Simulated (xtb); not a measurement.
hydrogen selenide (H2Se), SMILES [SeH2]. All values are semi-empirical tight-binding results from xtb (GFN2-xTB unless named), good for trends rather than for accurate numbers. The structure is a stationary point at GFN2-xTB.

Computed properties:
```json
{
 "point_group_as_xtb_finds_it": "C2v",
 "orbital_gap": "4.37 eV",
 "zero_point_energy": "7.4 kcal/mol",
 "G − E(el) at 298.15 K (modified RRHO)": "-5.7 kcal/mol",
 "static polarisability (D4 model)": "31.0 bohr³",
 "solvation energy, GFN2-xTB/ALPB(water)": "-3.4 kcal/mol",
 "solvation energy, GFN2-xTB/ALPB(benzene)": "-1.1 kcal/mol"
}
```
